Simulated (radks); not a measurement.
The table gives one normalised radial function P(r) = r R(r) (large component) of Gd40+ in [Ar] 3d6 (r in bohr). Method: Dirac Kohn-Sham, PBE, spin-unpolarised, spherical densities, finite nucleus; open shells fill j = l - 1/2 first; Fermi nuclear charge, rms radius 5.1569 fm; computed with a radial shooting solver on a logarithmic mesh with Libxc functionals.

r          P
0.00229   0.0001
0.002911  0.0003
0.003701  0.0006
0.004668  0.0012
0.005934  0.0023
0.007543  0.0045
0.009589  0.0088
0.01209   0.0167
0.01537   0.0317
0.01954   0.0594
0.02484   0.1086
0.03158   0.1935
0.03983   0.3272
0.05063   0.5406
0.06437   0.8476
0.08183   1.2457
0.1032    1.6759
0.1312    2.0701
0.1668    2.2696
0.212     2.1467
0.2695    1.6899
0.3399    1.0787
0.4321    0.5112
0.5493    0.1681
0.6983    0.0346
0.8806    0.0043
1.119     0.0002
1.423     0.0000

Which n and l does it have? It may be an empty orbital.

Answer. n = 3, l = 2: the number of nodes gives n - l - 1 = 0, the rise at small r points to l (this Dirac orbital starts outside the nucleus as r^gamma with gamma = sqrt((l + 1)^2 - (Z/c)^2) = 2.96; the j = 5/2 orbital of l + 1 starts with the same power, but with a smaller coefficient, and then steepens), and the extent must fit the shell. The curve is that of 3d5/2; the two j differ most near the nucleus, where j = l - 1/2 has the larger amplitude, and in heavy atoms j = l - 1/2 is also the more compact. 3d5/2: eigenvalue -2995.2 eV, 0 radial nodes, <r> = 0.208 bohr, 90 % of the charge inside 0.319 bohr.
